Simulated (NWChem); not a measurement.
Molecule: AsH, triplet; SMILES [AsH]

Computed with NWChem. Spin-unrestricted. No stability test was run on the SCF state. Each level has its own optimisation; frequencies are unscaled.

```json
[
 {"level": "PBE0/cc-pVDZ", "basis functions": "32", "r As–H (Å)": "1.538", "highest harmonic frequency (cm⁻¹)": "2180", "zero-point energy (kcal/mol)": "3.1", "dipole (D)": "0.30"},
 {"level": "PBE0/aug-cc-pVDZ", "basis functions": "45", "r As–H (Å)": "1.536", "highest harmonic frequency (cm⁻¹)": "2132", "zero-point energy (kcal/mol)": "3.0", "dipole (D)": "0.22"},
 {"level": "PBE0/cc-pVTZ", "basis functions": "57", "r As–H (Å)": "1.531", "highest harmonic frequency (cm⁻¹)": "…", "zero-point energy (kcal/mol)": "3.8", "dipole (D)": "0.24"},
 {"level": "PBE0/aug-cc-pVTZ", "basis functions": "82", "r As–H (Å)": "1.532", "highest harmonic frequency (cm⁻¹)": "2775", "zero-point energy (kcal/mol)": "4.0", "dipole (D)": "0.21"}
]
```

Question: What belongs in the gaps?

Answer: 
- PBE0/cc-pVTZ, highest harmonic frequency (cm⁻¹): 2678
